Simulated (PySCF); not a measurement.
C₃H₁₃NSi₂, SMILES CC(C)N([SiH3])[SiH3]. Atoms are numbered in the order given.

```xyz
19

C      1.6236     1.1690     0.9964
C      1.1479    -0.1301     0.3436
C      1.9633    -0.4777    -0.9056
N     -0.3089    -0.1036     0.0497
Si    -1.0433     1.2772    -0.7394
Si    -1.1837    -1.5389     0.5308
H      2.6841     1.0937     1.2827
H      1.0331     1.3952     1.8967
H      1.5314     2.0224     0.3033
H      1.3150    -0.9367     1.0825
H      1.8586     0.3064    -1.6722
H      3.0338    -0.5759    -0.6637
H      1.6186    -1.4274    -1.3419
H     -2.4008     0.8654    -1.1878
H     -0.2424     1.7153    -1.9216
H     -1.1813     2.4664     0.1557
H     -2.6126    -1.3869     0.1448
H     -1.0862    -1.7541     2.0078
H     -0.6199    -2.7621    -0.1205
```

Coordinates come from a B3LYP-D3(BJ)/def2-SVP optimisation. The values are those of a single conformer.

All values below come from M06-2X/def2-TZVP run with PySCF.

ESP charges are fitted to the potential on shells at 1.4 to 2.0 van der Waals radii. Atomic charges (e):

```tsv
atom	ESP fit	Löwdin	IAO
C1	-0.69	-0.29	-0.41
C2	0.52	-0.36	0.03
C3	-0.66	-0.29	-0.41
N4	-0.30	-0.09	-0.81
Si5	0.21	0.18	[?]
Si6	0.22	0.18	[?]
H7	0.18	0.13	0.14
H8	0.16	0.13	0.14
H9	0.19	0.13	0.13
H10	0.02	0.15	[?]
H11	0.17	0.13	0.14
H12	0.17	0.12	0.14
H13	0.16	0.13	0.14
H14	-0.04	-0.03	[?]
H15	-0.06	-0.04	[?]
H16	-0.07	-0.05	[?]
H17	-0.04	-0.03	[?]
H18	-0.08	-0.04	[?]
H19	-0.07	-0.04	[?]
```

### Question
Some entries are withheld; supply them. (Estimate from the structure and the level; the computed values follow.)

### Answer

- Si5, IAO: 0.77
- Si6, IAO: 0.78
- H10, IAO: 0.12
- H14, IAO: -0.13
- H15, IAO: -0.15
- H16, IAO: -0.16
- H17, IAO: -0.13
- H18, IAO: -0.16
- H19, IAO: -0.16

Computed Mayer and Wiberg (Löwdin basis) orders of the bonds:
```
bond     Mayer  Wiberg
-------  -----  ------
C1–C2     0.97    1.24
C2–C3     0.99    1.24
C2–N4     0.86    1.21
N4–Si5    1.07    1.31
N4–Si6    1.09    1.31
C1–H7     0.97    0.90
C1–H8     0.97    0.90
C1–H9     0.95    0.89
C2–H10    0.97    0.79
C3–H11    0.95    0.90
C3–H12    0.97    0.90
C3–H13    0.97    0.90
Si5–H14   0.97    0.94
Si5–H15   0.95    0.95
Si5–H16   0.95    0.96
Si6–H17   0.97    0.95
Si6–H18   0.95    0.96
Si6–H19   0.95    0.95
```
